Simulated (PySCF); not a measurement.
## Orbital energies and ionisation energy

Compound: C₄H₈BNS.
Cartesian coordinates in Å at the PBE0-D3(BJ)/def2-SVP level; atoms count from 1:
```xyz
15
C4H8BNS angstrom
C      2.5367    1.3459    0.6681
C      1.4793    0.3900    0.3922
C      0.5929   -0.4129    0.1537
B     -0.5560   -1.3799   -0.1421
N     -0.3411   -2.7640   -0.2006
S     -2.2452   -0.7559   -0.4295
C     -2.0664    1.0382   -0.2422
H      2.1293    2.2903    1.0619
H      3.2512    0.9506    1.4070
H      3.1004    1.5810   -0.2487
H     -1.0724   -3.4361   -0.3881
H      0.5727   -3.1682   -0.0530
H     -3.0606    1.4750   -0.4052
H     -1.7183    1.2969    0.7664
H     -1.3651    1.4448   -0.9825
```

Level: wB97X-D/def2-SVPD (PySCF). Frontier orbitals with their largest atomic shares (Löwdin; up to four atoms above 4 %):

| orbital | ε (eV) | main atoms |
| --- | --- | --- |
| HOMO−3 | -10.45 | S6 49 %, B4 13 %, C7 13 %, C3 10 % |
| HOMO−2 | -9.38 | C3 33 %, C2 32 %, N5 16 %, C1 6 % |
| HOMO−1 | -9.31 | C2 34 %, C3 34 %, S6 13 %, C1 7 % |
| HOMO | -8.39 | ? |
| LUMO | 1.33 | B4 25 %, C2 20 %, C3 19 %, N5 11 % |
| LUMO+1 | 1.76 | B4 46 %, S6 10 %, H12 9 %, C2 8 % |
| LUMO+2 | 2.08 | S6 39 %, C1 9 %, C7 8 %, C2 8 % |

Q: What vertical ionisation energy does ΔSCF give, and how far is −ε(HOMO) from it?

A: ΔSCF: 8.63 eV (833 kJ/mol; threshold wavelength 144 nm); ⟨S²⟩ of the doublet left behind is 0.763, against 0.75 for a pure doublet. −ε(HOMO) is 8.39 eV, 0.24 eV below it. In exact Kohn–Sham theory the two would be equal; wB97X-D (range-separated hybrid) comes within 0.24 eV of that here. Holes in the HOMO−1 and HOMO−2 were tried too where these lie within 1.2 eV of the HOMO; the lowest converged state counts.

Q: On which atoms does the HOMO lie?

A: S6 (sulfur bonded to B and C) 62 %, N5 (boron-bound nitrogen) 12 %, C7 (S-methyl carbon) 10 %, B4 (three-coordinate boron) 8 %, so more than half of it is on one atom. The HOMO−1 lies 0.92 eV lower.

Q: How many of the 10 lowest singlet excitations (vertical TDDFT, same level) lie below the ionisation energy?

A: All 10; they run from 5.36 to 7.21 eV.

Q: What total energies stand behind the ΔSCF value?

A: E(N) = -634.70669 Eh and E(N − 1) = -634.38947 Eh at the same geometry, 0.31722 Eh apart.

Q: With α = 93.7 au, estimate the like-pair dispersion coefficient by London's formula C6 = (3/4)α²I.

A: I = 0.3172 Eh, so C6 ≈ 2090 au, a rough estimate.

One conformer (not necessarily the lowest) at the PBE0-D3(BJ)/def2-SVP geometry, without solvent, vibrations or thermal averaging.

Note: wB97X-D ran without an empirical dispersion term, which enters the total energy and its gradient alone.
